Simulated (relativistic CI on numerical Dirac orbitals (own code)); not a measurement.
V5+ in a cubic cluster: 2p photoemission with charge transfer

Computed with a charge-transfer multiplet model of a cubic metal-ligand cluster with up to 2 ligand holes, Slater and spin-orbit integrals from Dirac-Coulomb-Breit ions, Slater integrals scaled by 0.9. The ground state mixes d0 with configurations of k ligand holes L, whose averages lie at kΔ + k(k − 1)U_dd/2; a core hole lowers each added d electron by U_cd. 300 K, Lorentzian 0.6 eV and Gaussian 0.8 eV FWHM.

Atomic integrals in eV (Slater integrals scaled, ζ unscaled), ground: F2dd 9.064, F4dd 5.680, zeta_d 0.024; with the core hole: F2dd 9.064, F4dd 5.680, zeta_d 0.047, zeta_core 4.606, F2cd 6.737, G1cd 5.189, G3cd 2.951. Where a configuration has fewer than two d electrons, the dd integrals are those of d2.

Cluster parameters (eV): Δ = 0.8, U_cd = 6.1, 10Dq = 1.2, 10Dq(ligand) = 0.6, V(eg) = 3.8, V(t2g) = -1.69, final-state hopping factor = 1.

| Case | n_d | d0 | d1L | d2L2 | S |
| --- | --- | --- | --- | --- | --- |
| U_dd = 3.5 eV | 0.96 | 0.26 | 0.53 | 0.22 | 0.00 |
| U_dd = 4.9 eV | 0.92 | 0.27 | 0.53 | 0.19 | 0.00 |
| U_dd = 5.6 eV | 0.90 | 0.28 | 0.54 | 0.18 | 0.00 |

Weights, n_d and S are thermal averages at 300 K. Binding energies count from the first peak over 30 % of the highest in each spectrum, which can be another peak from case to case. The parameters are a model scan and need not match a compound or its usual spin state. Peaks in eV (height, largest 100):
- U_dd = 3.5 eV: 0.0 (100), 6.3 (18), 7.6 (28)
- U_dd = 4.9 eV: 0.0 (100), 6.4 (20), 7.7 (26)
- U_dd = 5.6 eV: 0.0 (100), 6.5 (21), 7.8 (26)

Curve for U_dd = 4.9 eV (points under 2 left out, the grid thinned):

(E (eV), Intensity): (-2.8, 2.1), (-2.4, 2.8), (-2.1, 3.7), (-1.7, 5.9), (-1.3, 10.9), (-1.0, 20.2), (-0.6, 50.8), (-0.2, 93.3), (0.1, 96.9), (0.5, 57.0), (0.9, 23.1), (1.2, 12.2), (1.6, 6.6), (2.0, 4.3), (2.3, 3.4), (2.7, 2.9), (3.1, 3.1), (3.4, 3.8), (3.8, 5.1), (4.2, 6.1), (4.5, 6.5), (4.9, 6.7), (5.2, 7.4), (5.6, 10.7), (6.0, 17.0), (6.3, 20.1), (6.7, 18.4), (7.1, 18.7), (7.4, 23.5), (7.8, 25.8), (8.2, 18.4), (8.5, 13.5), (8.9, 9.4), (9.3, 5.3), (9.6, 3.2), (14.7, 2.1), (15.1, 2.5), (15.4, 2.6), (15.8, 2.5), (16.2, 2.9), (16.5, 3.5), (16.9, 3.7), (17.3, 3.3), (17.6, 2.9), (18.0, 2.0)

A d0 ion has no d-d gap: its lowest excitations are ligand-to-metal charge transfer. With the core hole the average of the configuration with one ligand hole lies at Δ − U_cd = -5.3 eV before mixing: the effective hopping of about 8.1 eV (from the holes of the mixed ground state) is comparable with this gap or larger, so the configurations mix strongly.

With at most 2 ligand holes the space is cut while the next configuration still counts, so covalency is underestimated, and a final configuration with one more ligand hole, which can lie low, is missing from the spectra.
